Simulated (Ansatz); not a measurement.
Reaction (formal exchange of groups at the Si–C bond): `FC[SiH2]Br` + CH₃OH → `OC[SiH2]Br` + fluoromethane

Isolated molecules relaxed with PBE0-D4/def2-TZVP in Ansatz; ΔE leaves out vibrations. CCSD(T)/CBS adds triple-zeta CCSD(T) − MP2 to the extrapolated MP2 energy (def2 sets, frozen cores). This one scheme is used for every species. DFT in def2-TZVPP. For Br outer-core shells are correlated without core-valence functions, which leaves a few kJ/mol of doubt a bond. Scalar relativity is left out up to krypton. Each species was taken in one conformer, which may not be the lowest.

```json
{"species": "`FC[SiH2]Br`", "RPA@PBE/def2-TZVPP energy (Eh)": "-3002.34307"}
{"species": "CH₃OH", "RPA@PBE/def2-TZVPP energy (Eh)": "-115.76715"}
{"species": "`OC[SiH2]Br`", "RPA@PBE/def2-TZVPP energy (Eh)": "-2978.34103"}
{"species": "`CF`", "RPA@PBE/def2-TZVPP energy (Eh)": "-139.77196"}
```

**Question.** Work out ΔE.

**Answer.** ΔE = (-2978.34103) + (-139.77196) − (-3002.34307) − (-115.76715) = -0.00277 Eh = -1.7 kcal/mol. CCSD(T)/CBS gives -2.0 kcal/mol.

**Question.** What do rigid-rotor, harmonic-oscillator terms from PBE0-D4/def2-TZVP frequencies (298.15 K, 1 bar) make of the CCSD(T)/CBS value? (Best estimate.)

**Answer.** Ansatz gave: ΔZPE = +0.1 kcal/mol, ΔH = -2.0 kcal/mol, ΔS = -14 J/(mol·K), ΔG = -1.0 kcal/mol.

Largest T1 diagnostic among the species: 0.009.

In def2-TZVPP, CCSD(T) changes the Hartree–Fock value by −1.4 kcal/mol (the triples alone add −0.3 kcal/mol) and MP2 by −1.7 kcal/mol. The D4 term adds −0.7 kcal/mol with B3LYP and −0.4 kcal/mol with PBE0; it sums over pairs of atoms, weighted by their polarisabilities, and B3LYP, whose exchange is more repulsive, gets the larger term. Leaving LDA and LC-ωPBE aside and taking each functional with its dispersion term where it has one, the values, not all of them listed here, spread over 0.8 kcal/mol, from revPBE-D4 to B2PLYP. LDA lies −1.1 kcal/mol from PBE without D4.

B3LYP here is the variant with VWN-RPA as its local correlation; programs differ in this.
